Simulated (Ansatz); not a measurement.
`C#C[SiH2]CCl` and `ClC[SiH2][SeH]` differ in one atom or group.

Ansatz, PBE0-D4/def2-TZVP geometries, multiplicity 1. Each molecule was computed in one conformer, which needn't be the lowest.

Scalar relativity is left out up to krypton.

```csv
property,`C#C[SiH2]CCl`
HOMO energy (B3LYP/def2-TZVPP) / eV,-7.80
HOMO energy (ωB97M-V/def2-TZVPP) / eV,-10.27
HOMO energy (PBE0/def2-TZVPP) / eV,-8.03
LUMO energy (PBE0/def2-TZVPP) / eV,-0.39
LUMO energy (B3LYP/def2-TZVPP) / eV,-0.60
HOMO–LUMO gap (B3LYP/def2-TZVPP) / eV,7.20
```

Problem. What does the change do to each property? (Best estimate.)

Solution. Ansatz gave: 
| property | `ClC[SiH2][SeH]` | shift |
| --- | --- | --- |
| HOMO energy (B3LYP/def2-TZVPP) / eV | -7.00 | 0.80 |
| HOMO energy (ωB97M-V/def2-TZVPP) / eV | -9.40 | 0.87 |
| HOMO energy (PBE0/def2-TZVPP) / eV | -7.24 | 0.79 |
| LUMO energy (PBE0/def2-TZVPP) / eV | -0.17 | 0.22 |
| LUMO energy (B3LYP/def2-TZVPP) / eV | -0.44 | 0.16 |
| HOMO–LUMO gap (B3LYP/def2-TZVPP) / eV | 6.56 | -0.64 |

With PBE0 the HOMO rises by 0.79 eV and the LUMO rises by 0.22 eV, so the gap narrows by about 0.57 eV. PBE moves the HOMO by 0.64 eV and ωB97M-V by 0.87 eV.

B3LYP here is the variant with VWN-RPA as its local correlation; programs differ in this.

Spin–orbit coupling is left out; it splits and shifts lone-pair levels of the heavy atoms by tenths of an eV.
